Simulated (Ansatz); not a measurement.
# Which is lower?

The two ends of one reaction step of Si$_{2}$H$_{8}$SO, closed shell (PBE0-D4/def2-TZVP).

A:

```
atom    x (Å)    y (Å)    z (Å)
 Si1  -1.2956   0.0359  -1.0853
 Si2   1.5310  -0.8210   1.3868
  H3  -1.3674  -1.4306  -1.2655
  H4  -1.8099   0.4298   0.2537
  O5  -2.1960   0.6864  -2.3008
  H6   0.1275   0.4791  -1.1709
  S7   1.5627   1.2474   1.9130
  H8   2.4608  -1.1216   0.2703
  H9   1.9543  -1.5371   2.6139
 H10   0.1651  -1.2692   1.0042
 H11  -2.3301   1.6344  -2.3086
 H12   1.1976   1.6664   0.6893
```

B:

```
12
angstrom
Si -1.2741 -0.7109 -0.8173
Si 0.4915 -1.3386 0.6029
H -1.3817 -1.6854 -1.9335
H -2.5378 -0.7795 -0.0262
O -1.0467 0.7709 -1.4924
H 0.8454 1.9141 1.4877
S 0.8811 2.7287 0.4205
H 1.8157 -1.1327 -0.0495
H 0.4886 -0.5343 1.8603
H 0.3724 -2.7722 0.9870
H -0.6066 1.4391 -0.9490
H 1.9523 2.1008 -0.0904
```

Program: Ansatz 0.2.0. Basis: def2-TZVPP. Cores are frozen in the correlated methods. B3LYP uses VWN-RPA correlation.

(1) Which structure is lower at CCSD(T), and by how much? (An estimate is asked for; the value comes from the calculation.)

T1 diagnostic: at most 0.012.

Results:

(1) By the calculation: A, by 47.5 kJ/mol (electronic energy, against the other). By their contacts, A is a complex of SiH₄O ([OH][SiH3]) + SiH₄S ([SiH3][SH]) and B is a complex of Si₂H₆O ([OH][SiH2][SiH3]) + H₂S.

All methods give the same order:

```
      method  E(B) − E(A) (kJ/mol)
       SPW92                  28.1
      PBE-D4                  31.9
     BLYP-D4                  38.2
   r2SCAN-D4                  43.4
      B97M-V                  42.2
     PBE0-D4                  38.5
    B3LYP-D4                  42.9
  r2SCAN0-D4                  47.1
    BHLYP-D4                  50.3
CAM-B3LYP-D4                  45.1
     wB97X-V                  46.1
     wB97M-V                  51.7
      B2PLYP                  49.1
    PBE-QIDH                  48.8
  RPA on PBE                  47.1
          HF                  63.1
         MP2                  56.2
        CCSD                  49.4
     CCSD(T)                  47.5
```

Labels in which every atom is bracketed show which atoms are joined, not bond orders.

For scale, one of the runs: CCSD(T)/def2-TZVPP, 269 basis functions, launched by `ansatz run in.yaml --threads 4 --pin off --events-out ev --progress --plain --max-ram 9574MiB`. Hardware: 4 CPU threads of an Arm Neoverse V2, shared host. Wall time 2.4 min; peak host memory 6.3 GiB.
